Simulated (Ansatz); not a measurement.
```yaml
crystal:
  periodic: [false, false, false]
  atoms:
    - {symbol: N, position_ang: [-0.180690, 1.232559, 0.235461]}
    - {symbol: Zr, position_ang: [-0.042184, -0.729776, -0.087025]}
    - {symbol: F, position_ang: [-1.780982, -1.320992, -0.516705]}
    - {symbol: Cl, position_ang: [0.842886, -1.724924, 1.841848]}
    - {symbol: I, position_ang: [1.663019, -1.144351, -2.173561]}
    - {symbol: H, position_ang: [0.542595, 1.812313, 0.641916]}
    - {symbol: H, position_ang: [-0.983344, 1.807172, 0.012366]}
basis:
  gaussian: {orbitals: def2-TZVPP, fitting: {mean_field: cc-pVTZ-jkfit}}
magnetization: {spin_polarized: true, initial_magnetization: 1}
hamiltonian: {xc: {name: HF}}
correlation: {method: rpa}
```

```sh
$ ansatz run in.yaml --threads 4 --pin off --events-out ev --progress --plain --max-ram 10444MiB
```

Question: How does Ansatz answer? (An estimate is asked.)

Answer: Ansatz gave: The input was rejected before any iteration.
```
Error: a molecule whose nuclei and cores have a total charge of 72 cannot have a net charge of 0 together with 1 unpaired electrons
```
